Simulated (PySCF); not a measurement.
Compound: C₄H₈O₂SSi.
Z-matrix (Å and degrees, GFN2-xTB geometry), rows numbered from 1:
```
O 
C   1  1.1984
C   2  1.5151  1  123.25
S   3  1.8104  2  108.09  1  -174.81
C   4  1.8365  3   91.37  2   -24.82
O   5  1.3700  4  112.36  3   -81.81
Si  6  1.6319  5  130.21  4   -56.11
C   2  1.5138  1  125.27  3  -179.87
H   3  1.0923  2  109.51  1    65.63
H   3  1.0893  2  111.01  1   -54.25
H   5  1.0958  4  106.08  3   156.78
H   7  1.4638  6  110.01  5   -56.40
H   7  1.4623  6  111.11  5    64.47
H   7  1.4524  6   97.16  5  -176.35
H   8  1.0905  2  110.37  1   -34.99
H   8  1.0928  2  107.72  1    83.82
```

Computed, not measured: wB97X-D/def2-SVPD in PySCF (dipole) on a GFN2-xTB geometry, gas phase.

Masses are those of the commonest isotopes; rigid-rotor values at the optimised geometry. The values belong to one conformer with, in the numbering `[O:1]=[C:2]1[CH2:3][S:4][C@@H:5]([O:6][SiH3:7])[CH2:8]1`, S4–C5–O6–Si7 -56°, O1–C2–C3–S4 -175°, C2–C3–S4–C5 -25°, C3–S4–C5–O6 -82°, S4–C5–C8–C2 -40°.

What are A, B and C (GHz)?

Ia = 203.87, Ib = 513.06, Ic = 591.36 u·Å²; 505379 MHz·u·Å²/I gives 2479, 985.0 and 854.6 MHz, that is A = 2.4789, B = 0.9850, C = 0.8546 GHz.

What kind of rotor is it?

An asymmetric top. Ray's parameter κ = (2B − A − C)/(A − C) = -0.839; −1 is the prolate and +1 the oblate limit.

What does the inertial defect say?

Not planar: Δ = Ic − Ia − Ib = -125.57 u·Å². For a rigid frame Δ = −2 Σ m c², so Σ m c² = 62.78 u·Å² lies off the ab plane: 16.92 from hydrogen and 45.86 from heavier atoms. The atom farthest from that plane is 1.94 Å away.

Where do the levels up to J = 5 lie, in MHz?

Above 0(0,0):
J = 1: 1(0,1) 1840, 1(1,1) 3334, 1(1,0) 3464
J = 2: 2(0,2) 5511, 2(1,2) 6882, 2(1,1) 7274, 2(2,1) 11755, 2(2,0) 11763
J = 3: 3(0,3) 10997, 3(1,3) 12201, 3(1,2) 12983, 3(2,2) 17274, 3(2,1) 17315, 3(3,1) 25075, 3(3,0) 25075
J = 4: 4(0,4) 18276, 4(1,4) 19283, 4(1,3) 20585, 4(2,3) 24626, 4(2,2) 24747, 4(3,2) 32449, 4(3,1) 32451, 4(4,1) 43348, 4(4,0) 43348
J = 5: 5(0,5) 27319, 5(1,5) 28122, 5(1,4) 30070, 5(2,4) 33806, 5(2,3) 34081, 5(3,3) 41672, 5(3,2) 41681, 5(4,2) 52565, 5(4,1) 52565, 5(5,1) 66580, 5(5,0) 66580
The levels of one J sum to (2J + 1)J(J + 1)(A + B + C)/3.

Which types of transition are allowed, and where do some lines up to J = 2 fall?

The dipole components are |μa| = 1.79 D, |μb| = 0.88 D, |μc| = 1.06 D. Intensities carry the squares of the components, which stand as 1.00 : 0.24 : 0.35 (a : b : c). Some lines, for components of 0.1 D or more:

```csv
type,branch,"J(Ka,Kc)",MHz,lower level (cm⁻¹)
a,Q,"2(1,1) ← 2(1,2)",391,0.230
c,Q,"2(1,2) ← 2(0,2)",1372,0.184
c,Q,"1(1,1) ← 1(0,1)",1494,0.061
b,Q,"1(1,0) ← 1(0,1)",1624,0.061
b,Q,"2(1,1) ← 2(0,2)",1763,0.184
a,R,"1(0,1) ← 0(0,0)",1840,0.000
b,R,"2(0,2) ← 1(1,1)",2177,0.111
b,R,"1(1,1) ← 0(0,0)",3334,0.000
c,R,"1(1,0) ← 0(0,0)",3464,0.000
a,R,"2(1,2) ← 1(1,1)",3549,0.111
a,R,"2(0,2) ← 1(0,1)",3671,0.061
a,R,"2(1,1) ← 1(1,0)",3810,0.116
c,Q,"2(2,1) ← 2(1,1)",4482,0.243
b,Q,"2(2,0) ← 2(1,1)",4490,0.243
b,Q,"2(2,1) ← 2(1,2)",4873,0.230
b,R,"2(1,2) ← 1(0,1)",5043,0.061
c,R,"2(1,1) ← 1(0,1)",5434,0.061
b,R,"2(2,1) ← 1(1,0)",8291,0.116
c,R,"2(2,0) ← 1(1,0)",8300,0.116
c,R,"2(2,1) ← 1(1,1)",8422,0.111
b,R,"2(2,0) ← 1(1,1)",8430,0.111
```

Estimate the classical rotational partition function at 50 K, 200 K and 298.15 K.

Point group C1, symmetry number σ = 1; q = (√π/σ)·√((kT/h)³/(ABC)), k/h = 20836.6 MHz/K: 41300 at 50 K, 330000 at 200 K, 601000 at 298.15 K.

GFN2-xTB frequencies: not computed here. Constants of a rigid frame at the computed geometry: no zero-point averaging, no centrifugal distortion. A rigid rotor knows nothing of internal rotation, which can split or shift real lines.
